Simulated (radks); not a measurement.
Results of a calculation; reference values are marked as such.
Task: Species: V13+. Configuration: [Ne]. Code: a radial shooting solver on a logarithmic mesh with Libxc functionals. Model: scalar-relativistic Kohn-Sham, SCAN, spin-unpolarised, spherical densities, finite nucleus; meta-GGA in the generalised Kohn-Sham scheme; Fermi nuclear charge, rms radius 3.6002 fm. Some entries of the table are withheld. Estimate them.

| orbital | occ. | eigenvalue (eV) | r(max) (bohr) |
|---|---|---|---|
| 1s | 2 | -5762.816 | (1) |
| 2s | 2 | (2) | (3) |
| 2p | 6 | (4) | 0.2060 |

Result: 
(1) 1s r(max) (bohr): 0.04349
(2) 2s eigenvalue (eV): -963.0405
(3) 2s r(max) (bohr): 0.2534
(4) 2p eigenvalue (eV): -863.8564
